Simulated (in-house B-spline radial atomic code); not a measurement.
Ionisation energies along the 41-electron series, configuration [Kr] 4d5, as differences of self-consistent energies. Dirac energy differences include first-order Breit, QED and recoil terms. NIST's values go from ground level to ground level; the uncertainty of those that are theory runs from under 0.1 % in few-electron ions to several per cent in heavy many-electron ones. Computed with an all-electron radial atomic-structure program (B-spline basis): Dirac-Hartree-Fock, average of the configuration, finite nuclei.

```
  ion  configuration after  ionisation energy (eV)  IE/(q+1)² (eV)  Breit and QED recoil part (eV)  tabulated value (eV)    tabulated kind  computed minus tabulated (eV)
Tm28+             [Kr] 4d4                  1055.0          1.2545                        -0.41041                  1050  tabulated theory                            5.0
Yb29+             [Kr] 4d4                  1118.6          1.2429                        -0.45133                  1114  tabulated theory                            4.6
Lu30+             [Kr] 4d4                  1183.9           1.232                        -0.49465                  1178  tabulated theory                            5.9
Hf31+             [Kr] 4d4                  1251.0          1.2217                         -0.5404                  1245  tabulated theory                            6.0
Ta32+             [Kr] 4d4                  1319.8           1.212                        -0.58868                  1313  tabulated theory                            6.8
 W33+             [Kr] 4d4                  1390.4          1.2028                        -0.63952                1386.8    semi-empirical                            3.6
Re34+             [Kr] 4d4                  1462.8          1.1941                          -0.693                  1454  tabulated theory                            8.8
```

Where a p, d or f electron is removed, the computed value is a mean over both j, so it misses the tabulated one by a part of the spin-orbit splitting; averaging over terms and missing correlation add to the gap, relatively most at low charge.
